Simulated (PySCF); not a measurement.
Screening by computed properties: pick the candidate that meets the target.

All species are isolated and taken at one optimised geometry, non-relativistic unless stated; the electronic structure was computed with PySCF and density fitting.

The conformers computed, where there is a choice (atom-mapped SMILES and torsion angles):
- `[O:1]=[C:2]([OH:3])[CH:4]1[CH:5]=[CH:6]1`: O1–C2–C4–C5 29°, H–O3–C2–O1 0°
- `[H]/[N:1]=[CH:2]\[c:3]1[cH:4][cH:5][cH:6][o:7]1`: N1–C2–C3–C4 0°
- `[CH3:1][CH:2]([CH3:3])[CH2:4][CH:5]([CH3:6])[CH3:7]`: C1–C2–C4–C5 -57°, C2–C4–C5–C6 178°
- `[CH3:1][CH2:2][C@@H:3]([CH3:4])[O:5][C@@H:6]([CH3:7])[CH2:8][CH3:9]`: C1–C2–C3–C4 177°, C2–C3–O5–C6 153°, C3–O5–C6–C7 150°, O5–C6–C8–C9 172°

The conformers of `CCCCOCCCC` aren't listed.

Task: Wanted: vertical ionisation energy between 8.6 eV and 9 eV (ΔSCF CAM-B3LYP/def2-SVPD) and electronic spatial extent ⟨r²⟩ about the centre of nuclear charge below 1400 bohr² (CAM-B3LYP/def2-SVPD), at PBE0-D3(BJ)/def2-SVP geometries. Which candidate meets both?
A. `CC[C@@H](C)O[C@@H](C)CC`
B. `[n+]1(ccccc1)[O-]`
C. `CC(CC(C)C)C`
D. `O=C(O)C1C=C1`
E. `[H]/N=C\c1ccco1`

Result: E. Computed values:
```csv
species,vertical ionisation energy,electronic spatial extent ⟨r²⟩ about the centre of nuclear charge
[n+]1(ccccc1)[O-],8.34 eV,625 bohr²
[H]/N=C\c1ccco1,8.93 eV,709 bohr²
CC[C@@H](C)O[C@@H](C)CC,9.17 eV,1696 bohr²
O=C(O)C1C=C1,10.17 eV,515 bohr²
CC(CC(C)C)C,10.64 eV,1097 bohr²
```

Task: Wanted: lowest triplet excitation (Tamm–Dancoff) between 3 eV and 4 eV (TDA CAM-B3LYP/def2-SVPD) and dipole moment above 0.6 D (CAM-B3LYP/def2-SVPD), at PBE0-D3(BJ)/def2-SVP geometries. Which candidate meets both?
A. `[H]/N=C\c1ccco1`
B. `CC(CC(C)C)C`
C. `[n+]1(ccccc1)[O-]`
D. `O=C(O)C1C=C1`
E. `CC[C@@H](C)O[C@@H](C)CC`

Result: A. Computed values:
```
                species  lowest triplet excitation (Tamm–Dancoff)  dipole moment
      [n+]1(ccccc1)[O-]                                   2.61 eV         4.32 D
        [H]/N=C\c1ccco1                                   3.15 eV         3.32 D
           O=C(O)C1C=C1                                   4.33 eV         1.66 D
CC[C@@H](C)O[C@@H](C)CC                                   7.13 eV         1.19 D
            CC(CC(C)C)C                                   8.40 eV         0.11 D
```

Task: Wanted: HOMO energy below -9 eV (CAM-B3LYP/def2-SVPD) and static isotropic polarisability above 80 au (CAM-B3LYP/def2-SVPD), at PBE0-D3(BJ)/def2-SVP geometries. Which candidate meets both?
A. `[O-][n+]1ccccc1`
B. `CC(C)CC(C)C`
C. `[H]/N=C\c1ccco1`
D. `CC[C@@H](C)O[C@@H](C)CC`
E. `O=C(O)C1C=C1`
F. `CCCCOCCCC`

Result: B. Computed values:
```csv
species,HOMO energy,static isotropic polarisability
CC(C)CC(C)C,-10.01 eV,87.5 au
O=C(O)C1C=C1,-9.19 eV,50.9 au
CCCCOCCCC,-8.77 eV,105.5 au
CC[C@@H](C)O[C@@H](C)CC,-8.59 eV,103.7 au
[H]/N=C\c1ccco1,-8.15 eV,70.1 au
[O-][n+]1ccccc1,-7.66 eV,72.2 au
```

Task: Wanted: HOMO–LUMO gap below 7.5 eV (CAM-B3LYP/def2-SVPD) and smallest rotational constant above 1.5 GHz (PBE0-D3(BJ)/def2-SVP), at PBE0-D3(BJ)/def2-SVP geometries. Which candidate meets both?
A. `[H]/N=C\c1ccco1`
B. `O=C(O)C1C=C1`
C. `C(CC(C)C)(C)C`
D. `c1[n+](cccc1)[O-]`

Result: D. Computed values:
```csv
species,HOMO–LUMO gap,smallest rotational constant
c1[n+](cccc1)[O-],7.31 eV,1.907 GHz
[H]/N=C\c1ccco1,7.74 eV,1.633 GHz
O=C(O)C1C=C1,9.86 eV,2.443 GHz
C(CC(C)C)(C)C,11.37 eV,1.291 GHz
```
